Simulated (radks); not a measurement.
Problem. Mg2+, configuration [Ne]. Method: non-relativistic Kohn-Sham, Tao-Mo meta-GGA, spin-unpolarised, spherical densities, point nucleus; meta-GGA in the generalised Kohn-Sham scheme; computed with a radial shooting solver on a logarithmic mesh with Libxc functionals. Some entries of the table are withheld. Estimate them.

| orbital | occ. | eigenvalue (Ry) | <1/r> (bohr^-1) | r(max) (bohr) |
|---|---|---|---|---|
| 1s | 2 | (1) | 11.60 | 0.08535 |
| 2s | 2 | -7.42140 | 2.099 | 0.5459 |
| 2p | 6 | -4.90728 | (2) | (3) |

Solution. 
(1) 1s eigenvalue (Ry): -94.30607
(2) 2p <1/r> (bohr^-1): 1.959
(3) 2p r(max) (bohr): 0.4793
